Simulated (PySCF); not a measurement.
# Adding and removing an electron: SnC

ROHF-CCSD(T); Sn x2c-SVPall, C x2c-SVPall; spin-free X2C with a Gaussian nucleus (PySCF 2.14). Neutral (ROHF): triplet (σ ↑, π ↑), Re = 2.038 Å, ωe = 658 cm⁻¹, De = 2.77 eV.

SnC⁺ (UHF): quartet (σ ↑, π ↑↑), Re = 2.129 Å, ωe = 602 cm⁻¹, De = 2.35 eV to Sn⁺ + C. The energies at the minima are -6210.98834 hartree for SnC and -6210.71081 for SnC⁺.

(1) Work out the adiabatic ionisation energy, without and with harmonic zero-point energies (1 hartree = 27.2114 eV, 1 eV = 8065.5 cm⁻¹), and the change of the bond length.

Correlated steps freeze 19 core orbitals. UHF and ROHF references stand side by side, which adds small steps between rows. Correlated levels converge slowly with the basis: in double zeta they bind strong bonds too weakly, by up to about 1 eV, and carry superposition errors of some tenths. Spin–orbit coupling is left out, which matters for elements this heavy, above all for dissociation energies. For an ion De counts to the pair picked by the measured ionisation energies or electron affinities, which need not be the lowest pair at this level. The CCSD T1 diagnostic is raised in SnC, a sign that a single reference may not be enough there. States were picked by a PBE0 search and need not be the measured ground states.

Neutral and ion stand on different kinds of reference determinant, which adds to the error of the difference.

Results:

(1) At CCSD(T): 0.27753 hartree = 7.552 eV between the minima; the zero-point term (602.0 − 658.0)/2 cm⁻¹ = -0.003 eV makes it 7.549 eV. Re changes by +9.1 pm against the neutral. The electron leaves a π orbital, and the longer bond of the ion fits a bonding orbital, or a change in how ionic the bond is.
